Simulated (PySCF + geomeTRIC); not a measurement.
Computed with PySCF + geomeTRIC with CAM-B3LYP-D3(BJ)/def2-TZVP. fastk is a local helper that only speeds up exchange builds. No frequencies were computed at this level.

```python
import json, numpy as np
from pyscf import gto, dft
from fastk import lowrank_exchange
atoms = """
N     -0.944350    -0.155535     0.285362
In     0.884324     1.020005    -0.060751
Cl     2.843584    -0.361720     0.024028
H     -1.807307     0.372986     0.184876
H     -0.976252    -0.875735    -0.433516
"""
def scf(charge, spin, dm0=None):
    mol = gto.M(atom=atoms, basis='def2-tzvp', ecp={'In': 'def2-tzvp'}, charge=charge, spin=spin, verbose=3, max_memory=5040)
    mf = dft.KS(mol, xc='cam-b3lyp').density_fit(auxbasis="def2-universal-jkfit")
    mf.disp = 'd3bj'
    mf.grids.level = 3
    mf.conv_tol = 1e-8
    mf.max_cycle = 60
    mf.kernel(dm0)
    if not mf.converged:
        mf = mf.newton().run(mf.mo_coeff, mf.mo_occ).undo_soscf()
    return mf
mf = scf(0, 1)
lowrank_exchange(mf)  # same exchange matrices as the stock routine, built faster for response steps
mo, _, stable, _ = mf.stability(return_status=True)
if not stable:
    mf.kernel(mf.make_rdm1(mo, mf.mo_occ))
del mf.get_jk
from pyscf.geomopt.geometric_solver import kernel as optimize
path = []
done, mol = optimize(mf, maxsteps=80, assert_convergence=False, callback=lambda env: path.append((env["energy"], bool(env["g_scanner"].converged))))
res = dict(converged=bool(done and path[-1][1]), energy=path[-1][0], path=[e for e, c in path], xyz=mol.atom_coords(unit="Angstrom").tolist(), nao=mol.nao)
json.dump(res, open("result.json", "w"))
```

Output:

```
converged SCF energy = -706.334628612862  <S^2> = 0.76597772  2S+1 = 2.0159144
<class 'pyscf.df.df_jk.DFUKS'> wavefunction is stable in the internal stability analysis
Geometry optimization cycle 1
converged SCF energy = -706.334628612269  <S^2> = 0.76597937  2S+1 = 2.015916
cycle 1: E = -706.334628612  dE = -706.335  norm(grad) = 0.0251963
Geometry optimization cycle 2
converged SCF energy = -706.337371630573  <S^2> = 0.76024167  2S+1 = 2.0102156
cycle 2: E = -706.337371631  dE = -0.00274302  norm(grad) = 0.00653424
Geometry optimization cycle 3
converged SCF energy = -706.337658450013  <S^2> = 0.75923565  2S+1 = 2.0092144
cycle 3: E = -706.33765845  dE = -0.000286819  norm(grad) = 0.0043791
Geometry optimization cycle 4
converged SCF energy = -706.337969841494  <S^2> = 0.75793004  2S+1 = 2.0079144
cycle 4: E = -706.337969841  dE = -0.000311391  norm(grad) = 0.00151976
Geometry optimization cycle 5
converged SCF energy = -706.338005358161  <S^2> = 0.75752518  2S+1 = 2.0075111
cycle 5: E = -706.338005358  dE = -3.55167e-05  norm(grad) = 0.0012105
Geometry optimization cycle 6
converged SCF energy = -706.338022728381  <S^2> = 0.75733557  2S+1 = 2.0073222
cycle 6: E = -706.338022728  dE = -1.73702e-05  norm(grad) = 0.00072382
Geometry optimization cycle 7
converged SCF energy = -706.338029613954  <S^2> = 0.75728822  2S+1 = 2.007275
cycle 7: E = -706.338029614  dE = -6.88557e-06  norm(grad) = 0.000447608
Geometry optimization cycle 8
converged SCF energy = -706.33803193554  <S^2> = 0.75732116  2S+1 = 2.0073078
cycle 8: E = -706.338031936  dE = -2.32159e-06  norm(grad) = 0.000401663
Geometry optimization cycle 9
converged SCF energy = -706.33803211472  <S^2> = 0.75734607  2S+1 = 2.0073326
cycle 9: E = -706.338032115  dE = -1.7918e-07  norm(grad) = 0.000327225
Geometry optimization cycle 10
converged SCF energy = -706.338032050053  <S^2> = 0.75736147  2S+1 = 2.007348
cycle 10: E = -706.33803205  dE = 6.46666e-08  norm(grad) = 0.000186388
Geometry optimization cycle 11
converged SCF energy = -706.338031972762  <S^2> = 0.75736294  2S+1 = 2.0073494
cycle 11: E = -706.338031973  dE = 7.72914e-08  norm(grad) = 0.000216455
<class 'geometric.internal.Distance'> : 4
<class 'geometric.internal.Angle'> : 4
<class 'geometric.internal.Dihedral'> : 2
<class 'geometric.internal.TranslationX'> : 1
<class 'geometric.internal.TranslationY'> : 1
<class 'geometric.internal.TranslationZ'> : 1
<class 'geometric.internal.RotationA'> : 1
<class 'geometric.internal.RotationB'> : 1
<class 'geometric.internal.RotationC'> : 1
Step    0 : Gradient = 1.127e-02/1.835e-02 (rms/max) Energy = -706.3346286123
Step    1 : Displace = 5.974e-02/7.689e-02 (rms/max) Trust = 1.000e-01 (=) Grad = 2.922e-03/5.162e-03 (rms/max) E (change) = -706.3373716306 (-2.743e-03) Quality = 1.189
Step    2 : Displace = 2.036e-02/2.585e-02 (rms/max) Trust = 1.414e-01 (+) Grad = 1.958e-03/3.299e-03 (rms/max) E (change) = -706.3376584500 (-2.868e-04) Quality = 1.568
Step    3 : Displace = 4.809e-02/6.199e-02 (rms/max) Trust = 2.000e-01 (+) Grad = 6.797e-04/8.894e-04 (rms/max) E (change) = -706.3379698415 (-3.114e-04) Quality = 1.148
Step    4 : Displace = 1.679e-02/2.130e-02 (rms/max) Trust = 2.828e-01 (+) Grad = 5.414e-04/9.233e-04 (rms/max) E (change) = -706.3380053582 (-3.552e-05) Quality = 1.304
Step    5 : Displace = 1.418e-02/1.661e-02 (rms/max) Trust = 3.000e-01 (+) Grad = 3.237e-04/5.189e-04 (rms/max) E (change) = -706.3380227284 (-1.737e-05) Quality = 1.176
Step    6 : Displace = 9.419e-03/1.221e-02 (rms/max) Trust = 3.000e-01 (=) Grad = 2.002e-04/2.860e-04 (rms/max) E (change) = -706.3380296140 (-6.886e-06) Quality = 1.007
Step    7 : Displace = 6.534e-03/9.052e-03 (rms/max) Trust = 3.000e-01 (=) Grad = 1.796e-04/2.928e-04 (rms/max) E (change) = -706.3380319355 (-2.322e-06) Quality = 0.624
Step    8 : Displace = 3.900e-03/5.784e-03 (rms/max) Trust = 3.000e-01 (=) Grad = 1.463e-04/2.368e-04 (rms/max) E (change) = -706.3380321147 (-1.792e-07) Quality = 0.104
Step    9 : Displace = 1.802e-03/2.843e-03 (rms/max) Trust = 1.950e-03 (-) Grad = 8.336e-05/1.110e-04 (rms/max) E (change) = -706.3380320501 (+6.467e-08) Quality = -0.048
Step   10 : Displace = 8.878e-04/1.116e-03 (rms/max) Trust = 9.008e-04 (-) Grad = 9.680e-05/1.255e-04 (rms/max) E (change) = -706.3380319728 (+7.729e-08) Quality = -0.056
Converged! =D
```

Cost: about 4 core-minutes (a rough figure).
